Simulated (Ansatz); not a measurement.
`C[N](C)[Ga]([F])[Br]` + HBr → `[F][Ga]([Br])[Br]` + `CNC` at 500 K and 1 bar (ligand exchange at a Ga–N bond).

Computed with Ansatz on PBE0-D4/def2-TZVP structures; ΔE is electronic, products minus reactants. CCSD(T)/CBS is the MP2 limit (def2-TZVPP, def2-QZVPP) plus CCSD(T) − MP2 in def2-TZVPP, frozen cores. For Br, Ga outer-core shells are correlated without core-valence functions, which leaves a few kJ/mol of doubt a bond. Scalar relativity is left out up to krypton. One conformer a species, not always the lowest.

```tsv
species	CCSD(T)/CBS energy (Eh)	H − E (kJ/mol)	S (J/(mol·K))
`C[N](C)[Ga]([F])[Br]`	-4731.58119	279.0	478.5
HBr	-2573.91920	30.5	213.7
`[F][Ga]([Br])[Br]`	-7170.52286	43.6	387.0
`CNC`	-135.00321	273.8	313.8
```

H − E and S are ideal-gas, rigid-rotor, harmonic terms from PBE0-D4/def2-TZVP, for one conformer and one mirror image of each species. 1 Eh = 2625.50 kJ/mol, R = 8.31446 J/(mol·K).

By hand: ΔE, ΔH, ΔS and ΔG.

ΔE = (-7170.52286) + (-135.00321) − (-4731.58119) − (-2573.91920) = -0.02568 Eh = -67.4 kJ/mol. Δ(H − E) = 43.6 + 273.8 − 279.0 − 30.5 = 7.9, so ΔH = -59.5 kJ/mol. ΔS = 387.0 + 313.8 − 478.5 − 213.7 = 8.6 J/(mol·K). ΔG = -59.5 − 500 × (8.6)/1000 = -63.8 kJ/mol.

By hand: the equilibrium constant, and the temperature at which ΔG would vanish if ΔH and ΔS stayed fixed.

log₁₀ K = −ΔG/(RT ln 10) = 6.7. ΔH and −TΔS have one sign here, so there is no such temperature.

The number of gas molecules stays the same, so ΔS is small and ΔH decides. A doubt of 5 kJ/mol in ΔE shifts log₁₀ K by 0.5 here. Other conformers and mirror images would add mixing entropy, several J/(mol·K) or more a flexible species. These are equilibria of isolated gas molecules and say nothing of rates. Largest T1 diagnostic: 0.012 (customary marks: 0.02 for closed shells, 0.045 for open ones).

ΔS is within the doubt of such terms, so its sign, and with it that verdict, could turn.
